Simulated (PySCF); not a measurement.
I (SMILES [I]), doublet (core potentials on I). Base run: B3LYP/def2-SVP in PySCF.

Input for PySCF:
```python
from pyscf import gto, scf, dft

mol = gto.Mole()
mol.atom = '''
    I     0.00000000    0.00000000    0.00000000
'''
mol.basis = 'def2-svp'
mol.ecp = {'I': 'def2-svp'}
mol.spin = 1
mol.verbose = 4
mol.build()

mf = dft.UKS(mol)
mf.xc = 'b3lyp'
mf.kernel()
mf.analyze()
```

Variants of this job, named by their change:

| change | basis functions | E (Eh) | HOMO (eV) |
|---|---|---|---|
| base | 26 | -297.76847 | -7.47 |
| basis = x2c-TZVPall; relativity = spin-free X2C (without mol.ecp = {'I': 'def2-svp'}) | 60 | -7115.84636 | -7.54 |
| basis = x2c-TZVPall; relativity = none (without mol.ecp = {'I': 'def2-svp'}) | 60 | -6767.03206 | -7.66 |
| basis = jorge-DZP-DKH; relativity = none (without mol.ecp = {'I': 'def2-svp'}) | 48 | -6844.22451 | -7.65 |
| basis = Sapporo-DKH3-DZP-2012; relativity = spin-free X2C (without mol.ecp = {'I': 'def2-svp'}) | 52 | -7115.42459 | -7.60 |
| basis = Sapporo-DKH3-DZP-2012; relativity = none (without mol.ecp = {'I': 'def2-svp'}) | 52 | -6687.41672 | -8.46 |
| basis = Sapporo-DKH3-DZP-2012; relativity = spin-free X2C; nucleus = Gaussian (with mol.nucmod = 'G'; without mol.ecp = {'I': 'def2-svp'}) | 52 | -7115.21467 | -7.60 |
| basis = x2c-TZVPall; relativity = spin-free X2C; nucleus = Gaussian (with mol.nucmod = 'G'; without mol.ecp = {'I': 'def2-svp'}) | 60 | -7115.64442 | -7.54 |
| basis = jorge-DZP-DKH; relativity = spin-free X2C (without mol.ecp = {'I': 'def2-svp'}) | 48 | -7110.08229 | -7.44 |
| basis = jorge-DZP-DKH; relativity = spin-free X2C; nucleus = Gaussian (with mol.nucmod = 'G'; without mol.ecp = {'I': 'def2-svp'}) | 48 | -7109.88008 | -7.44 |

Absolute energies of different levels of theory aren't comparable as measures of quality.

Open shells are given as the SCF converged; they aren't shown to be the lowest states, and a large step between rows can be another state.

Basis sets contracted for a relativistic Hamiltonian are a mismatch without it, so the rows without relativity aren't non-relativistic limits. No row has spin-orbit coupling; sets with core potentials leave out the core electrons.
